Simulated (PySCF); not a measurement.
```xyz
4
charge 0 multiplicity 1, angstrom
Tl    0.0000    0.0000    0.0000
H     1.7394    0.0000    0.0000
H    -0.8697    1.5064    0.0000
H    -0.8697   -1.5064    0.0000
```

Level of theory: PBE0 in PySCF with Tl x2c-TZVPall, H x2c-TZVPall; spin-free X2C, no spin–orbit coupling; density-fitted integrals.

This geometry of TlH3 is a stationary point at this level.

Question: What is the point group?

Answer: D3h.

Question: Is it a minimum?

Answer: Yes: all harmonic wavenumbers are real.

Question: Which band is strongest in the infrared?

Answer: 1806 cm⁻¹ (e'), 698 km/mol.

Question: What are the dipole moment and the gap between the highest occupied and lowest empty levels?

Answer: 0.00 D and 6.17 eV.

Question: Give the atomic charges and bond orders.

Answer: 
```csv
atom,Mulliken,Löwdin,polar tensor,Mayer order to Tl1
Tl1,0.18,0.37,0.95,–
"H2,3,4",-0.06,-0.12,-0.32,0.92
```

No spin–orbit coupling is included, which matters more the heavier the element.
